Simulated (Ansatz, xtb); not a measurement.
**Ranking isomers of C6H7BF2**

6 gas-phase structures of C6H7BF2, from a drawn sample of its isomers (lower ones may exist). Each was relaxed with GFN2-xTB; where two conformers were screened, the lower at r2SCAN-D4/def2-SVP is listed:

A. `FB(F)[C@@H]1[C@H]2C=CC[C@H]21`, a singlet
B. `C=C1CC/C1=C\B(F)F`, a singlet
C. `C=C1CC/C1=C/B(F)F`, a singlet
D. `FB(F)[C@]12C[C@@H]3C[C@H]1[C@@H]32`, a singlet
E. `FB(F)[C@@]12[C@H]3C[C@@H]1[C@@H]2C3`, a singlet
F. `CC1=CC=C[C@@H]1B(F)F`, a singlet

Task: Make a reasoned guess at their ranking by r2SCAN-D4/def2-SVP single-point energy.

Result: Calculated order at r2SCAN-D4/def2-SVP: F (0.0), A (8.8), B (22.0), C (23.3), E (34.4), D (37.4) kcal/mol.

Energies above the lowest of each column, in kcal/mol; the last columns are at PBE0-D3(BJ)/def2-SVP geometries and were run for some of them only (a dash: not run or not comparable):

| structure | GFN2-xTB | HF/STO-3G | r2SCAN-D4/def2-SVP | PBE0-D3(BJ)/def2-SVP | CCSD(T)/def2-SVP + ΔMP2/def2-TZVPP |
| --- | --- | --- | --- | --- | --- |
| F | 0.0 | 0.0 | 0.0 | 0.0 | 0.0 |
| A | 0.6 | 0.6 | 8.8 | 7.2 | 9.5 |
| B | 16.9 | 23.1 | 22.0 | 22.3 | 22.5 |
| C | 17.6 | 24.2 | 23.3 | – | – |
| E | 12.1 | 13.8 | 34.4 | – | – |
| D | 15.3 | 16.0 | 37.4 | – | – |

Every level run on F puts it lowest or level with the lowest. Flexible structures stand in one conformer each, not always the lowest. Frequencies (GFN2-xTB) were run for A, B, F alone. ΔMP2 is the change of the MP2 energy from the smaller to the larger basis.

Over these structures GFN2-xTB departs from r2SCAN-D4/def2-SVP by 7.8 kcal/mol on average once a common shift is removed. A GFN2-xTB relaxation took about 0.13 s and the r2SCAN-D4/def2-SVP energy about 2.6 s on a shared host (Ansatz 0.2.0, xtb 6.7.1).
